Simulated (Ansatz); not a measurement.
Total energies of C₂H₈InN (`C[N](C)[InH2]`).

Z-matrix (Å, degrees):
```
C
N 1 1.438
H 1 1.093 2 111.1
H 1 1.102 2 111.8 3 120.2
H 1 1.102 2 111.8 3 -120.2
C 2 1.438 1 112.4 3 179.9
In 2 2.019 1 123.8 3 -0.2
H 6 1.102 2 111.8 1 -59.7
H 6 1.102 2 111.8 1 59.8
H 6 1.093 2 111.1 1 -179.9
H 7 1.712 2 113.9 1 -180.0
H 7 1.712 2 113.9 1 0.1
```

Total charge 0; spin multiplicity 1. Correlated methods include outer-core shells of In, which these sets cover unevenly. In takes the def2 core potential. All single points use the PBE0-D4/def2-TZVP geometry. Basis def2-TZVPP, Ansatz 0.2.0.

RPA on PBE orbitals: Hartree–Fock energy of these orbitals -324.00557 Eh, correlation -1.39588 Eh (frozen core).

```
functional  energy without D4 (Eh)  D4 term (kJ/mol)
    B97M-V              -325.92841                 –
   LC-ωPBE              -325.88201                 –
```

Q: Give the same for LDA (SPW92), PBE, revPBE, BLYP, r2SCAN, PBE0, B3LYP, r2SCANh, r2SCAN0, HSE06 (plane-wave form), BHLYP, CAM-B3LYP, ωB97X-V, ωB97M-V, B2PLYP, PBE-QIDH. (Best estimate.)

A: The calculation gave: 
```tsv
functional	energy without D4 (Eh)	D4 term (kJ/mol)
LDA (SPW92)	-324.38513	–
PBE	-325.74450	-22.6
revPBE	-325.93634	-70.4
BLYP	-325.81316	-49.7
r2SCAN	-325.91677	-5.6
PBE0	-325.76251	-19.1
B3LYP	-326.00721	-36.4
r2SCANh	-325.89669	-5.9
r2SCAN0	-325.86792	-6.5
HSE06 (plane-wave form)	-325.75277	-17.8
BHLYP	-325.76070	-28.1
CAM-B3LYP	-325.83620	-19.4
ωB97X-V	-325.87017	–
ωB97M-V	-325.79772	–
B2PLYP	-325.59037	–
PBE-QIDH	-325.54083	–
```

B3LYP takes the VWN-RPA correlation (the form of Gaussian; ORCA's B3LYP/G). HSE06 is the plane-wave form, built on full-range PBE exchange. The double hybrids freeze the cores in their second-order part.

LC-ωPBE has ω = 0.4 bohr⁻¹.
